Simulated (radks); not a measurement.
Values are calculated unless marked as measured or tabulated.
Effect of the nuclear size on the promethium ion Pm+, [Xe] 4f5 6s1. Level of theory: Dirac Kohn-Sham, exchange-only LDA, spin-unpolarised, spherical densities, finite nucleus; open shells are shared between the two j in proportion to 2j + 1; Fermi nuclear charge, rms radius 4.962 fm (a radial shooting solver on a logarithmic mesh with Libxc functionals). The rms radius is varied about that value; shifts are against it.

rms radius (fm)  total energy shift (eV)  density at nucleus (e/bohr^3)  1s1/2 shift (meV)  2s1/2 shift (meV)  5s1/2 shift (meV)  5p1/2 shift (meV)  6s1/2 shift (meV)  4f7/2 shift (meV)
4.446                              -2.86                      5.033e+05              -1190               -149              -1.14              0.099             -0.104              0.185
4.704                              -1.46                      4.968e+05               -606              -76.0             -0.584              0.051             -0.053              0.095
4.962                                  0                      4.907e+05              0.000              0.000              0.000              0.000              0.000              0.000
5.2845                              1.91                      4.836e+05                792               99.4              0.764             -0.066              0.070             -0.124
5.5872                              3.79                      4.775e+05               1570                197               1.51             -0.131              0.138             -0.245

Slopes of the eigenvalues against <r^2> in GHz/fm^2, as finite differences over the two radii next to the reference (eigenvalue slopes, not the field-shift constants of lines): 1s1/2 58300, 2s1/2 7310, 5s1/2 56.2, 5p1/2 -4.87, 6s1/2 5.13, 4f7/2 -9.11.
